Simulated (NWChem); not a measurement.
Species: HfH3F; SMILES [F][HfH3]

def2 effective core potentials on Hf; no spin-orbit coupling.

Question: Give the equilibrium geometry at PBE0/def2-SVP with def2 effective core potentials on Hf (NWChem) as a list of bonds and angles, with the point group.

Answer: point group C3v; any orientation.
Bonds (Å): Hf1–F2 1.888, Hf1–H3 1.846, Hf1–H4 1.846, Hf1–H5 1.846. Bond angles (°): F2–Hf1–H3 109.1, F2–Hf1–H4 109.1, F2–Hf1–H5 109.1, H3–Hf1–H4 109.8, H3–Hf1–H5 109.8, H4–Hf1–H5 109.8.
